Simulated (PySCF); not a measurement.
ZnCl, SMILES [Zn][Cl] (connectivity only; charge and spin as stated), neutral, multiplicity 2. Coordinates come from a PBE-D3(BJ)/def2-TZVP optimisation. The multiplicity is an assumed one; other spin states were not compared.

Computed with PBE-D3(BJ)/def2-TZVP run with PySCF 2.14.0.

Harmonic wavenumbers (cm⁻¹): 351. Rotational constants (GHz): 4.648 (linear); symmetry number 1.

Problem. Work out the zero-point energy and the ideal-gas rigid-rotor harmonic-oscillator thermochemistry at 298.15 K and 1 atm.

Solution. ZPE = ½ Σ hcν = ½ × 351 cm⁻¹ = 2.10 kJ/mol. H − E(el) = 11.72 kJ/mol. Entropy in J/(mol K): translation 166.28, rotation 68.16, vibration 4.87, spin 5.76, total 245.07. G − E(el) = -61.35 kJ/mol. Cp = 35.68 J/(mol K).
